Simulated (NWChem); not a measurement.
System: BAs2H5; SMILES B([AsH2])[AsH2]

```xyz
8

B      0.8413     0.1151    -0.1695
As    -0.1254    -1.6103     0.0992
H      0.2294    -2.2816    -1.2153
H     -1.5274    -1.1830    -0.2957
As     0.0234     1.9153     0.1049
H      1.0994     2.5262     0.9844
H     -0.9499     1.5869     1.2226
H      1.9958     0.0670    -0.5209
```
Atoms are numbered in this order, from 1.

All runs: NWChem. Pople sets run with spherical d functions. Structure relaxed at the PBE0/def2-SVP level. Vzz is the largest principal value of the second derivative of the potential at the nucleus (NWChem prints the opposite sign); η is the asymmetry. Non-relativistic.

```json
[
 {"level": "Hartree-Fock/def2-TZVP", "Vzz B1 (a.u.)": "0.545", "η B1": "0.14", "Vzz As5 (a.u.)": "-2.539", "η As5": "0.48"},
 {"level": "Hartree-Fock/cc-pVTZ", "Vzz B1 (a.u.)": "?", "η B1": "0.15", "Vzz As5 (a.u.)": "?", "η As5": "0.53"},
 {"level": "PBE/6-31G*", "Vzz B1 (a.u.)": "0.415", "η B1": "0.26", "Vzz As5 (a.u.)": "-1.718", "η As5": "0.50"},
 {"level": "PBE/def2-TZVP", "Vzz B1 (a.u.)": "0.466", "η B1": "0.23", "Vzz As5 (a.u.)": "-1.926", "η As5": "0.51"}
]
```

Task: Fill in the missing entries.

Result: 
- Hartree-Fock/cc-pVTZ, Vzz B1 (a.u.): 0.539
- Hartree-Fock/cc-pVTZ, Vzz As5 (a.u.): -2.345
